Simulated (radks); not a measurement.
All-electron atom: Sm2.25+ in [Kr] 4d10 4f(up 3, down 3) 5s2 6s(up 0.5, down 0.5) 5p(up 2.75, down 2) (fractional occupations, a model configuration). Method: scalar-relativistic Kohn-Sham, r2SCAN, spin-polarised, spherical densities, finite nucleus; meta-GGA in the generalised Kohn-Sham scheme; Fermi nuclear charge, rms radius 5.0819 fm; computed with a radial shooting solver on a logarithmic mesh with Libxc functionals.

Unscreened Slater integrals over Kohn-Sham orbitals (cm^-1). They are taken over the spin-up orbitals.

integral,value
"F0(6s,6s)",57891
"F0(6s,4f)",74510
"G3(6s,4f)",3549.0
"F0(6s,5p)",70701
"G1(6s,5p)",5968.9
"F0(4f,4f)",215360
"F2(4f,4f)",99721
"F4(4f,4f)",62041
"F6(4f,4f)",44485
"F0(4f,5p)",145200
"F2(4f,5p)",53008
"G2(4f,5p)",30262
"G4(4f,5p)",22913
"F0(5p,5p)",123440
"F2(5p,5p)",66931

Derived for the open shells (J is the average intra-shell exchange parameter used in DFT+U). 4f: F4/F2 = 0.622, F6/F2 = 0.446, J = (286 F2 + 195 F4 + 250 F6)/6435 = 8040 cm^-1. 5p: J = F2/5 = 13390 cm^-1.
